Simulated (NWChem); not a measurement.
System: CH₂ClFO₂Si; SMILES O=C(O)[Si@H](F)Cl

The following NWChem deck was run.

```
start job
memory heap 200 mb stack 900 mb global 1100 mb
geometry units angstroms noautoz
  O      0.282182    -1.797801    -1.294421
  C      0.098400    -1.402545    -0.166386
  O      0.387263    -2.130676     0.939356
  Si    -0.610499     0.322148     0.285437
  F     -1.407414     0.841977    -1.002593
  Cl     0.968767     1.581650     0.667953
  H      0.767171    -2.982073     0.636426
  H     -1.513922     0.302984     1.450597
end
basis spherical
  * library def2-svp
end
dft
  xc xpbe96 cpbe96
  iterations 150
end
tddft
  nroots 8
  notriplet
end
task tddft energy
```

Output (shortened):

```
             Northwest Computational Chemistry Package (NWChem) 7.3.0
             --------------------------------------------------------

 C1  symmetry detected

                             Geometry "geometry" -> ""
                             -------------------------

 Output coordinates in angstroms (scale by  1.889725989 to convert to a.u.)

  No.       Tag          Charge          X              Y              Z
 ---- ---------------- ---------- -------------- -------------- --------------
    1 O                    8.0000    -0.42472826     1.93587778     1.02436554
    2 C                    6.0000     0.10517848     1.36329242     0.10034663
    3 O                    8.0000     1.13475239     1.88217090    -0.61170999
    4 Si                  14.0000    -0.38132658    -0.38360188    -0.52648740
    5 F                    9.0000    -1.88171137    -0.64648995    -0.03247088
    6 Cl                  17.0000     0.87814736    -1.75095453     0.35147447
    7 H                    1.0000     1.34623596     2.75684180    -0.22286677
    8 H                    1.0000    -0.31203058    -0.52592299    -1.99246181

 Effective nuclear repulsion energy (a.u.)     363.1351996884

  pbe96 is a nonlocal functional; adding pw91lda local functional.

                                 NWChem DFT Module
                                 -----------------

 Summary of "ao basis" -> "ao basis" (spherical)
 ------------------------------------------------------------------------------
       Tag                 Description            Shells   Functions and Types
 ---------------- ------------------------------  ------  ---------------------
 O                          def2-svp                 6       14   3s2p1d
 C                          def2-svp                 6       14   3s2p1d
 Si                         def2-svp                 8       18   4s3p1d
 F                          def2-svp                 6       14   3s2p1d
 Cl                         def2-svp                 8       18   4s3p1d
 H                          def2-svp                 3        5   2s1p

            General Information
            -------------------
          SCF calculation type: DFT
          Wavefunction type:  closed shell.
          No. of atoms     :     8
          No. of electrons :    64
           Alpha electrons :    32
            Beta electrons :    32
          Charge           :     0
          Spin multiplicity:     1
          Use of symmetry is: off; symmetry adaption is: off
          Maximum number of iterations: 150
          AO basis - number of functions:   102
                     number of shells:    46
          Convergence on energy requested:  1.00D-06
          Convergence on density requested:  1.00D-05
          Convergence on gradient requested:  5.00D-04

              XC Information
              --------------
          PerdewBurkeErnzerhof Exchange Functional  1.000
            Perdew 1991 LDA Correlation Functional  1.000 local
           PerdewBurkeErnz. Correlation Functional  1.000 non-local

             Grid Information
             ----------------
          Grid used for XC integration:  medium
          Radial quadrature: Mura-Knowles
          Angular quadrature: Lebedev.
          Tag              B.-S. Rad. Rad. Pts. Rad. Cut. Ang. Pts.
          ---              ---------- --------- --------- ---------
          O                   0.60       49          10.0       434
          C                   0.70       49           9.0       434
          Si                  1.10       88          10.0       590
          F                   0.50       49          12.0       434
          Cl                  1.00       88          11.0       590
          H                   0.35       45          11.0       434
          Grid pruning is: on
          Number of quadrature shells:   462
          Spatial weights used:  Erf1

      Superposition of Atomic Density Guess
      -------------------------------------

 Sum of atomic energies:       -1035.36025119

      Non-variational initial energy
      ------------------------------

 Total energy =   -1037.164002
 1-e energy   =   -2155.693893
 2-e energy   =     755.394691
 HOMO         =      -0.327133
 LUMO         =      -0.009643

   convergence    iter        energy       DeltaE   RMS-Dens  Diis-err
 ---------------- ----- ----------------- --------- --------- ---------
 d= 0,ls=0.0,diis     1  -1038.1138450098 -1.40D+03  2.89D-02  1.79D+00
 d= 0,ls=0.0,diis     2  -1036.8900758297  1.22D+00  2.21D-02  1.38D+01
 d= 0,ls=0.0,diis     3  -1038.2522861342 -1.36D+00  6.67D-03  6.88D-01
 d= 0,ls=0.0,diis     4  -1038.3000626280 -4.78D-02  2.53D-03  2.37D-01
 d= 0,ls=0.0,diis     5  -1038.3233145830 -2.33D-02  7.04D-04  5.32D-03
  Resetting Diis
 d= 0,ls=0.0,diis     6  -1038.3237249763 -4.10D-04  2.78D-04  1.14D-03
 d= 0,ls=0.0,diis     7  -1038.3238545390 -1.30D-04  1.30D-04  6.89D-05
 d= 0,ls=0.0,diis     8  -1038.3238386261  1.59D-05  8.46D-05  2.52D-04
 d= 0,ls=0.0,diis     9  -1038.3238607570 -2.21D-05  1.03D-05  1.66D-06
 d= 0,ls=0.0,diis    10  -1038.3238609203 -1.63D-07  3.35D-06  2.97D-07

         Total DFT energy =    -1038.323860920254
      One electron energy =    -2157.814472116872
           Coulomb energy =      838.725992596238
    Exchange-Corr. energy =      -82.370581088069
 Nuclear repulsion energy =      363.135199688449

 Numeric. integr. density =       63.999997165445

                       DFT Final Molecular Orbital Analysis
                       ------------------------------------

 Vector   30  Occ=2.000000D+00  E=-3.007856D-01
              MO Center=  5.0D-01,  5.5D-01,  1.0D-01, r^2= 4.7D+00
   Bfn.  Coefficient  Atom+Function         Bfn.  Coefficient  Atom+Function
  ----- ------------  ---------------      ----- ------------  ---------------
    87      0.347749  6 Cl pz                 4      0.284785  1 O  px
    34     -0.281782  3 O  pz                84      0.265959  6 Cl pz
    37     -0.215363  3 O  pz                32     -0.213597  3 O  px
     7      0.189970  1 O  px                 6      0.162082  1 O  pz
    35     -0.153952  3 O  px                81      0.154460  6 Cl pz

 Vector   31  Occ=2.000000D+00  E=-2.970201D-01
              MO Center=  5.6D-01,  6.0D-02,  1.7D-01, r^2= 4.8D+00
   Bfn.  Coefficient  Atom+Function         Bfn.  Coefficient  Atom+Function
  ----- ------------  ---------------      ----- ------------  ---------------
    87      0.410786  6 Cl pz                84      0.311345  6 Cl pz
    32      0.240269  3 O  px                 6     -0.228641  1 O  pz
     5      0.185437  1 O  py                35      0.186118  3 O  px
    81      0.180763  6 Cl pz                33     -0.166314  3 O  py
     9     -0.155537  1 O  pz                34      0.146243  3 O  pz

[...]

                                NWChem TDDFT Module
                                -------------------

            General Information
            -------------------
           No. of orbitals :     204
            Alpha orbitals :     102
             Beta orbitals :     102
        Alpha frozen cores :       0
         Beta frozen cores :       0
     Alpha frozen virtuals :       0
      Beta frozen virtuals :       0
         Spin multiplicity :       1
    Number of AO functions :     102
        Use of symmetry is : off
      Symmetry adaption is : off
         Schwarz screening :  0.10D-07

              XC Information
              --------------
   PerdewBurkeErnzerhof Exchange Functional   1.00
     Perdew 1991 LDA Correlation Functional   1.00 local
    PerdewBurkeErnz. Correlation Functional   1.00 non-local

             TDDFT Information
             -----------------
          Calculation type : TDDFT
         Wavefunction type : Restricted singlets
          No. of electrons :      64
           Alpha electrons :      32
            Beta electrons :      32
              No. of roots :       8
          Max subspacesize :    5600
            Max iterations :     100
               Target root :       1
           Target symmetry : none
      Symmetry restriction : off
                 Algorithm : Optimal
        Davidson threshold :  0.10D-03

    8 smallest eigenvalue differences (eV)
--------------------------------------------------------
  No. Spin  Occ  Vir  Irrep   E(Occ)    E(Vir)   E(Diff)
--------------------------------------------------------
    1    1   32   33 a        -0.240    -0.080     4.359
    2    1   31   33 a        -0.297    -0.080     5.901
    3    1   30   33 a        -0.301    -0.080     6.003
    4    1   29   33 a        -0.306    -0.080     6.141
    5    1   32   34 a        -0.240    -0.013     6.180
    6    1   32   35 a        -0.240     0.014     6.932
    7    1   28   33 a        -0.339    -0.080     7.052
    8    1   27   33 a        -0.342    -0.080     7.138
--------------------------------------------------------

  Entering Davidson iterations
  Restricted singlet excited states

  Iter   NTrls   NConv    DeltaV     DeltaE      Time
  ----  ------  ------  ---------  ---------  ---------
    1      8       0     0.54E+00   0.10+100       10.8
    2     16       0     0.10E+00   0.81E-01        9.9
    3     32       0     0.34E-01   0.33E-02       14.0
    4     48       0     0.17E-01   0.10E-02       14.7
    5     64       0     0.54E-02   0.16E-03       14.1
    6     80       1     0.24E-02   0.15E-04       14.6
    7     94       2     0.11E-02   0.26E-05       12.7
    8    106       4     0.43E-03   0.47E-06       11.9
    9    114       4     0.16E-03   0.62E-07       10.2
   10    122       8     0.60E-04   0.78E-08        9.4
  ----  ------  ------  ---------  ---------  ---------
  Convergence criterion met

  Ground state a       -1038.323860920254 a.u.

  ----------------------------------------------------------------------------
  Root   1 singlet a              0.170666041 a.u.                4.6441 eV
  ----------------------------------------------------------------------------
     Transition Moments    X -0.11106   Y  0.16269   Z -0.11765
     Dipole Oscillator Strength                    0.0059896369
     Electric Quadrupole                           0.0000000041
     Magnetic Dipole                               0.0000005753
     Total Oscillator Strength                     0.0059902163

     Occ.   32  a   ---  Virt.   33  a    0.99782 X
  ----------------------------------------------------------------------------
  Root   2 singlet a              0.220509234 a.u.                6.0004 eV
  ----------------------------------------------------------------------------
     Transition Moments    X  0.00256   Y  0.00752   Z  0.06336
     Dipole Oscillator Strength                    0.0005994229
     Electric Quadrupole                           0.0000000054
     Magnetic Dipole                               0.0000001454
     Total Oscillator Strength                     0.0005995738

     Occ.   29  a   ---  Virt.   33  a    0.05476 X
     Occ.   30  a   ---  Virt.   33  a   -0.61983 X
     Occ.   31  a   ---  Virt.   33  a   -0.77974 X
     Occ.   32  a   ---  Virt.   34  a   -0.05135 X
  ----------------------------------------------------------------------------
  Root   3 singlet a              0.229098394 a.u.                6.2341 eV
  ----------------------------------------------------------------------------
     Transition Moments    X -0.03762   Y -0.25716   Z  0.05536
     Dipole Oscillator Strength                    0.0107843716
     Electric Quadrupole                           0.0000000091
     Magnetic Dipole                               0.0000000654
     Total Oscillator Strength                     0.0107844461

     Occ.   27  a   ---  Virt.   33  a    0.05182 X
     Occ.   29  a   ---  Virt.   33  a    0.95142 X
     Occ.   31  a   ---  Virt.   33  a    0.05811 X
     Occ.   32  a   ---  Virt.   34  a    0.28589 X
  ----------------------------------------------------------------------------
  Root   4 singlet a              0.231836458 a.u.                6.3086 eV
  ----------------------------------------------------------------------------
     Transition Moments    X -0.00508   Y  0.08043   Z  0.01691
     Dipole Oscillator Strength                    0.0010480304
     Electric Quadrupole                           0.0000000337
     Magnetic Dipole                               0.0000002656
     Total Oscillator Strength                     0.0010483296

     Occ.   29  a   ---  Virt.   33  a   -0.27582 X
     Occ.   30  a   ---  Virt.   33  a   -0.27214 X
     Occ.   31  a   ---  Virt.   33  a    0.13909 X
     Occ.   32  a   ---  Virt.   34  a    0.90157 X
     Occ.   32  a   ---  Virt.   35  a    0.09409 X
     Occ.   32  a   ---  Virt.   37  a   -0.05866 X
  ----------------------------------------------------------------------------
  Root   5 singlet a              0.258903776 a.u.                7.0451 eV
  ----------------------------------------------------------------------------
     Transition Moments    X -0.12604   Y -0.03610   Z -0.04435
     Dipole Oscillator Strength                    0.0033063030
     Electric Quadrupole                           0.0000000872
     Magnetic Dipole                               0.0000004453
     Total Oscillator Strength                     0.0033068355

     Occ.   27  a   ---  Virt.   33  a    0.06126 X
     Occ.   28  a   ---  Virt.   33  a   -0.13525 X
     Occ.   30  a   ---  Virt.   33  a    0.28519 X
     Occ.   31  a   ---  Virt.   33  a   -0.20860 X
     Occ.   31  a   ---  Virt.   35  a    0.07723 X
     Occ.   32  a   ---  Virt.   35  a    0.80984 X
     Occ.   32  a   ---  Virt.   36  a   -0.42394 X
  ----------------------------------------------------------------------------
  Root   6 singlet a              0.262779666 a.u.                7.1506 eV
  ----------------------------------------------------------------------------
     Transition Moments    X  0.10556   Y  0.33471   Z  0.23487
     Dipole Oscillator Strength                    0.0312421653
     Electric Quadrupole                           0.0000002586
     Magnetic Dipole                               0.0000000122
     Total Oscillator Strength                     0.0312424361

     Occ.   27  a   ---  Virt.   33  a   -0.26577 X
     Occ.   28  a   ---  Virt.   33  a    0.52453 X
     Occ.   29  a   ---  Virt.   34  a   -0.06380 X
     Occ.   30  a   ---  Virt.   33  a    0.32769 X
     Occ.   30  a   ---  Virt.   35  a   -0.08192 X
     Occ.   31  a   ---  Virt.   33  a   -0.28370 X
     Occ.   31  a   ---  Virt.   35  a    0.06957 X
     Occ.   32  a   ---  Virt.   34  a    0.13549 X
     Occ.   32  a   ---  Virt.   35  a   -0.37135 X
     Occ.   32  a   ---  Virt.   36  a   -0.51500 X
     Occ.   32  a   ---  Virt.   37  a   -0.10853 X
  ----------------------------------------------------------------------------
  Root   7 singlet a              0.266940047 a.u.                7.2638 eV
  ----------------------------------------------------------------------------
     Transition Moments    X  0.01115   Y  0.57338   Z  0.29763
     Dipole Oscillator Strength                    0.0742921486
     Electric Quadrupole                           0.0000001111
     Magnetic Dipole                               0.0000000665
     Total Oscillator Strength                     0.0742923263

[...]
```

Level: PBE/def2-SVP, full TDDFT. Coordinates come from a B3LYP/6-31G* (spherical d) optimisation.
